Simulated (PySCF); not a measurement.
Coordinates in bohr (charge 1 multiplicity 1):
```
I     0.0000    0.0000   -1.3034
Se    3.7931    0.0000    1.0353
Se   -3.7931    0.0000    1.0353
```

Level of theory: PBE0/[I def2-TZVP with ECP28, Se def2-TZVP], scalar-relativistic core potentials, density fitting, no spin–orbit coupling, PySCF.

This geometry of ISe₂⁺ is a stationary point at this level.

Problem. What is the point group?

Solution. C2v.

Problem. Is it a minimum?

Solution. Yes: all harmonic wavenumbers are real.

Problem. What are the dipole moment and the gap between the highest occupied and lowest empty levels?

Solution. 0.71 D about the centre of mass and 2.14 eV.

Problem. Give the atomic charges and bond orders.

Solution. 
| atom | Mulliken | Löwdin | polar tensor | Mayer order to I1 |
| --- | --- | --- | --- | --- |
| I1 | 0.71 | 0.69 | 0.72 | – |
| Se2,3 | 0.15 | 0.15 | 0.14 | 1.59 |
Other Mayer orders above 0.3: Se–Se 0.72.

Problem. Give the ideal-gas entropy at 298.15 K and 1 bar by parts.

Solution. translation 179.4, rotation 116.7, vibration 26.3, spin 0.0; total 322.4 J/(mol K).

This need not be the most stable arrangement of these atoms.
